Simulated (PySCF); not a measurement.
Cl4Se (SMILES Cl[Se](Cl)(Cl)Cl), singlet, geometry from GFN2-xTB. Base run: DF-CAMB3LYP/3-21G (PySCF).

Input for PySCF:
```python
from pyscf import gto, scf, dft

mol = gto.Mole()
mol.atom = '''
    Se   -0.00300693    0.00470149    0.44248318
    Cl    1.06172155   -1.32656609   -0.82096840
    Cl    1.81230429    1.45883554    0.39654014
    Cl   -1.05027581    1.30867012   -0.86332068
    Cl   -1.81773616   -1.45034255    0.40278258
'''
mol.basis = '3-21g'
mol.verbose = 4
mol.build()

mf = dft.RKS(mol)
mf.xc = 'camb3lyp'
mf = mf.density_fit(auxbasis='def2-universal-jkfit')
mf.kernel()
```

The base run was repeated with changes; each row names its change, and settings that it needs were set with it.

```json
[
 {"change": "base", "basis functions": "74", "E (Eh)": "-4222.17104", "HOMO (eV)": "-9.79", "HOMO-LUMO gap (eV)": "6.00", "dipole (D)": "0.40", "core-seconds (rough)": "10"},
 {"change": "basis = LANL2DZ", "basis functions": "?", "E (Eh)": "?", "HOMO (eV)": "-9.74", "HOMO-LUMO gap (eV)": "?", "dipole (D)": "0.25", "core-seconds (rough)": "5"},
 {"change": "basis = pcseg-0", "basis functions": "74", "E (Eh)": "-4237.33897", "HOMO (eV)": "-9.61", "HOMO-LUMO gap (eV)": "5.89", "dipole (D)": "0.40", "core-seconds (rough)": "10"},
 {"change": "basis = 6-31G", "basis functions": "79", "E (Eh)": "-4241.91624", "HOMO (eV)": "-9.79", "HOMO-LUMO gap (eV)": "6.00", "dipole (D)": "0.31", "core-seconds (rough)": "10"},
 {"change": "basis = 6-31G**", "basis functions": "104", "E (Eh)": "-4242.10453", "HOMO (eV)": "-9.66", "HOMO-LUMO gap (eV)": "6.71", "dipole (D)": "0.00", "core-seconds (rough)": "20"},
 {"change": "basis = def2-SV(P)", "basis functions": "104", "E (Eh)": "?", "HOMO (eV)": "?", "HOMO-LUMO gap (eV)": "6.77", "dipole (D)": "?", "core-seconds (rough)": "20"},
 {"change": "basis = 6-31G*", "basis functions": "104", "E (Eh)": "-4242.10453", "HOMO (eV)": "-9.66", "HOMO-LUMO gap (eV)": "6.71", "dipole (D)": "0.00", "core-seconds (rough)": "20"},
 {"change": "basis = cc-pV(D+d)Z", "basis functions": "?", "E (Eh)": "?", "HOMO (eV)": "?", "HOMO-LUMO gap (eV)": "?", "dipole (D)": "?", "core-seconds (rough)": "20"},
 {"change": "basis = aug-cc-pVDZ", "basis functions": "144", "E (Eh)": "?", "HOMO (eV)": "?", "HOMO-LUMO gap (eV)": "6.77", "dipole (D)": "0.25", "core-seconds (rough)": "20"},
 {"change": "basis = aug-pcseg-1", "basis functions": "144", "E (Eh)": "-4242.17305", "HOMO (eV)": "-9.74", "HOMO-LUMO gap (eV)": "6.75", "dipole (D)": "0.26", "core-seconds (rough)": "30"},
 {"change": "basis = pcseg-2", "basis functions": "179", "E (Eh)": "-4242.65116", "HOMO (eV)": "-9.65", "HOMO-LUMO gap (eV)": "6.86", "dipole (D)": "0.19", "core-seconds (rough)": "40"},
 {"change": "basis = cc-pV(T+d)Z", "basis functions": "199", "E (Eh)": "-4242.64036", "HOMO (eV)": "-9.60", "HOMO-LUMO gap (eV)": "6.86", "dipole (D)": "0.20", "core-seconds (rough)": "40"},
 {"change": "basis = aug-cc-pVTZ", "basis functions": "259", "E (Eh)": "-4242.64226", "HOMO (eV)": "-9.67", "HOMO-LUMO gap (eV)": "6.84", "dipole (D)": "0.21", "core-seconds (rough)": "50"}
]
```

Question: Some entries are withheld; supply them.

Answer: 
- basis = LANL2DZ, basis functions: 40
- basis = LANL2DZ, E (Eh): -68.75302
- basis = LANL2DZ, HOMO-LUMO gap (eV): 5.88
- basis = def2-SV(P), E (Eh): -4241.60693
- basis = def2-SV(P), HOMO (eV): -9.29
- basis = def2-SV(P), dipole (D): 0.03
- basis = cc-pV(D+d)Z, basis functions: 119
- basis = cc-pV(D+d)Z, E (Eh): -4242.48130
- basis = cc-pV(D+d)Z, HOMO (eV): -9.54
- basis = cc-pV(D+d)Z, HOMO-LUMO gap (eV): 6.73
- basis = cc-pV(D+d)Z, dipole (D): 0.05
- basis = aug-cc-pVDZ, E (Eh): -4242.50163
- basis = aug-cc-pVDZ, HOMO (eV): -9.71

Totals compare only among sets that treat the same electrons; sets with core potentials leave the core out.
